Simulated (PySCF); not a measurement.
C3H5ClOSi, SMILES Cl[Si@@H]1C=COC1.

The structure is a stationary point at r2SCAN-D4/def2-SVP. The structure was generated by enumeration; whether it is a known compound was not checked. Other conformers were not sampled.

All values below come from TDDFT-PBE/def2-SVPD (PySCF).

Vertical excitations. 

```csv
state,energy (eV),λ (nm),f,main pairs
S1,5.31,234,0.088,"HOMO→LUMO 77 %, HOMO→LUMO+1 16 %"
S2,5.77,215,0.020,"HOMO→LUMO+1 64 %, HOMO→LUMO+2 18 %"
S3,5.84,212,0.006,HOMO−1→LUMO 92 %
S4,5.91,210,0.014,HOMO→LUMO+2 80 %
S5,6.07,204,0.003,HOMO−2→LUMO 98 %
S6,6.37,195,0.031,HOMO→LUMO+3 79 %
S7,6.65,186,0.001,HOMO→LUMO+4 99 %
S8,6.87,180,0.000,HOMO→LUMO+5 96 %
S9,6.92,179,0.004,HOMO−1→LUMO+1 93 %
S10,6.99,177,0.003,HOMO−3→LUMO 93 %
T1,3.98,312,0,HOMO→LUMO 96 %
T2,5.49,226,0,HOMO→LUMO+1 95 %
T3,5.61,221,0,HOMO−1→LUMO 98 %
T4,5.73,216,0,HOMO→LUMO+2 97 %
```
Triplets are in the Tamm–Dancoff approximation, which puts them higher than full response would, so one can lie above its singlet here.
